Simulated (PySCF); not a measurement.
Ge(H)(NHMe)3, SMILES C[NH][GeH]([NH]C)[NH]C (GFN2-xTB optimised geometry):

```
20

Ge     0.453    -0.217     0.000
N     -0.449    -1.117     1.315
C     -0.333    -2.553     1.504
N      0.015     1.559     0.000
C     -1.359     2.021     0.049
N     -0.041    -1.103    -1.503
C      0.389    -0.684    -2.823
H      1.972    -0.217     0.000
H     -0.481    -0.644     2.208
H      0.542    -2.841     2.096
H     -1.229    -2.930     2.004
H     -0.253    -3.021     0.526
H      0.618     2.161     0.542
H     -1.772     2.053     1.064
H     -1.431     3.021    -0.386
H     -1.972     1.342    -0.543
H     -0.999    -1.426    -1.517
H     -0.212     0.134    -3.235
H      0.348    -1.529    -3.514
H      1.421    -0.342    -2.754
```

Level of theory: PBE0/def2-SVP in PySCF.

**Question.** What are the frontier orbital energies and the dipole moment?

**Answer.** HOMO-2 -6.53 eV, HOMO-1 -6.25 eV, HOMO -6.16 eV, LUMO 1.54 eV, LUMO+1 1.82 eV; dipole moment 1.19 D.

On the same geometry PBE/def2-SVP in PySCF gives HOMO-2 -5.08 eV, HOMO-1 -4.80 eV, HOMO -4.71 eV, LUMO 0.62 eV, LUMO+1 0.95 eV; dipole moment 1.18 D.

Meta-Löwdin charges at PBE0/def2-SVP: Ge1 0.88, N2 -0.55, C3 -0.19, N4 -0.55, C5 -0.19, N6 -0.55, C7 -0.18, H8 -0.12, H9 0.20, H10 0.08, H11 0.10, H12 0.11, H13 0.20, H14 0.08, H15 0.10, H16 0.10, H17 0.20, H18 0.08, H19 0.10, H20 0.10.
